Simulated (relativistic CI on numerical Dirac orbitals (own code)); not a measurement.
# The 35-electron sequence from Cs20+ to W39+

Method of calculation: Dirac-Coulomb-Breit CI, separate exchange-only KLI orbitals for each configuration, QED by a radiative potential, unscaled Slater integrals (own radial code, finite nucleus).

Configuration list (outside the closed core [Ar] 3d10): 4s2 4p5, 4s 4p6, 4s2 4p4 4d, 4s 4p5 4d, 4s2 4p4 4f, 4s 4p5 4f, 4s2 4p4 5s. Double excitations out of closed p, d and f shells are left out; levels of such configurations are missing from the list, as are those of other unlisted configurations, and high levels can miss mixing partners.

Energies above each ion's lowest level, in eV. Levels are followed by their leading LS label, which can pass from one level to another where the coupling changes.

```tsv
Ion	4s2 4p5 2P°_3/2	4s2 4p5 2P°_1/2	4s2 4p4 4d 4D_3/2	4s2 4p4 4d 4D_5/2	4s2 4p4 4d 2P_1/2	4s2 4p4 4d 4F_9/2	4s2 4p4 4d 2F_7/2
Cs20+	0	17.407	84.717	84.915	86.42	89.415	89.697
Ba21+	0	19.374	88.193	88.471	90.037	93.313	93.463
La22+	0	21.501	91.664	92.028	93.663	97.244	97.264
Ce23+	0	23.797	95.131	95.585	97.302	101.21	101.11
Pr24+	0	26.273	98.596	99.143	100.96	105.22	105
Nd25+	0	28.937	102.06	102.7	104.65	109.27	108.94
Pm26+	0	31.802	105.52	106.27	108.37	113.36	112.94
Sm27+	0	34.876	108.99	109.83	112.15	117.5	117
Eu28+	0	38.172	112.45	113.4	116.02	121.69	121.12
Gd29+	0	41.702	115.92	116.98	120.02	125.94	125.31
Tb30+	0	45.477	119.39	120.56	124.21	130.24	129.56
Dy31+	0	49.511	122.86	124.14	128.67	134.6	133.88
Ho32+	?	?	?	?	?	?	?
Er33+	0	58.408	129.82	131.33	138.55	143.52	142.72
Tm34+	0	63.299	133.31	134.93	143.87	148.08	147.25
Yb35+	0	68.505	136.8	138.54	149.36	152.71	151.86
Lu36+	0	74.042	140.3	142.16	154.94	157.42	156.55
Hf37+	0	79.926	143.81	145.79	160.57	162.21	161.31
Ta38+	0	86.175	147.32	149.42	166.25	167.08	166.17
W39+	0	92.806	150.84	153.06	171.95	172.03	171.1
```

(1) Fill in the row of Ho32+.

The lowest level keeps the configuration 4s2 4p5 and J = 3/2 throughout.

Between Z = 71 and 74 the energy of 4s2 4p5 2P°_1/2 follows a local power law Z^5.5. For orientation: electrostatic splittings inside a shell grow about linearly with the screened charge, excitations that change n as its square, and fine structure as its fourth power; written in Z itself the exponents are larger, since the screened charge grows faster in proportion.

Answers

(1) 4s2 4p5 2P°_3/2 0, 4s2 4p5 2P°_1/2 53.817, 4s2 4p4 4d 4D_3/2 126.34, 4s2 4p4 4d 4D_5/2 127.73, 4s2 4p4 4d 2P_1/2 133.46, 4s2 4p4 4d 4F_9/2 139.03, 4s2 4p4 4d 2F_7/2 138.26 (eV).
